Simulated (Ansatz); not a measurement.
Process, species as SMILES: [BH2-][NH3+] (BH2-NH3) → [NH3+][BH2-2] (an electron is taken up)
B3LYP-D3(BJ)/def2-TZVP geometries, fixed; electronic energies without zero-point terms; positive where energy is released.
Largest species:
```xyz
7

B     -0.9601     0.1312    -0.0137
N      0.6350    -0.1348    -0.0398
H     -1.2139     1.2024    -0.4773
H     -1.4396    -0.2957     0.9936
H      0.8305    -1.1085     0.1748
H      1.1723     0.4349     0.6229
H      1.0057     0.0542    -0.9668
```
Charge 0, spin multiplicity 2.

Effect of the final integration grid (spheres per factor e of radius in core and valence, angular degree) at PBE0/cc-pVTZ with Ansatz (an electronic-structure program), against the last row, where the adiabatic electron affinity is -1.57 eV (the electron is unbound at this level). Open shells are unrestricted. The default's grid is 13, 11, 36.

```
setting                     largest shift of a total energy (mEh)  shift of the adiabatic electron affinity (eV)
--------------------------  -------------------------------------  ---------------------------------------------
accuracy: medium (default)                                 -0.004                                          0.000
final_grid: 4, 3, 11                                        2.386                                          0.002
final_grid: 6, 5, 17                                        0.022                                          0.001
final_grid: 8, 7, 23                                        0.018                                          0.000
final_grid: 10, 9, 29                                      -0.001                                          0.000
final_grid: 18, 15, 47                                      0.000                                          0.000
final_grid: 26, 22, 59                                      0.000                                          0.000
```

Within 0.002 eV in the adiabatic electron affinity: accuracy: medium (default); final_grid: 4, 3, 11; final_grid: 6, 5, 17; final_grid: 8, 7, 23; final_grid: 10, 9, 29; final_grid: 18, 15, 47. The largest shift is 2.386 mEh in a total energy and 0.002 eV in the difference.
